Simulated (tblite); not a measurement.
Task: Give a GFN2-xTB geometry of `O=CC#CC1=NC=C[N]1` [radical]. (Doublet state.)

Result: 
```xyz
12
C6H3N2O angstrom
O      4.1153    1.3898    0.6636
C      3.4910    0.4176    0.3343
C      2.0765    0.2867    0.2855
C      0.8715    0.1392    0.1855
C     -0.4964   -0.0344    0.1155
N     -1.3756    0.9551   -0.2153
C     -2.5594    0.3932   -0.1674
C     -2.3945   -0.9889    0.1992
N     -1.1163   -1.2239    0.3754
H      3.9913   -0.5219    0.0145
H     -3.4604    0.9339   -0.3809
H     -3.1416   -1.7472    0.3289
```

Any rigid rotation of these coordinates is as good. Atoms count from 1 in this order. The 4 C–N bonds span 1.311 Å (N6–C7, aromatic) to 1.366 Å (C5–N9, aromatic), a spread of 0.055 Å. C8 (carbon bonded to C, N and H) is planar (angles 129.1°, 122.4° and 108.5°, sum 360.0°, 0.00 Å off the plane of its three neighbours). C7 (carbon bonded to C, N and H) is planar (angles 129.1°, 122.4° and 108.5°, sum 360.0°, 0.00 Å off the plane of its three neighbours). C2 (carbon bonded to C, O and H) is planar (angles 126.9°, 121.9° and 111.1°, sum 360.0°, 0.00 Å off the plane of its three neighbours).

Bonds between heavy atoms (Å): O1=C2 1.201, C2–C3 1.421, C3≡C4 1.218, C4–C5 1.381, C5–N6 1.364, N6–C7 1.311, C7–C8 1.439, C8–N9 1.312, C5–N9 1.366.

Structure optimised with GFN2-xTB, isolated species. This method treats the open shell by occupation alone, without spin polarisation.

Point group: C1 (no symmetry element, even within 0.4 Å). Its GFN2-xTB frequencies are all real (lowest 45 cm⁻¹).

These are computed values.
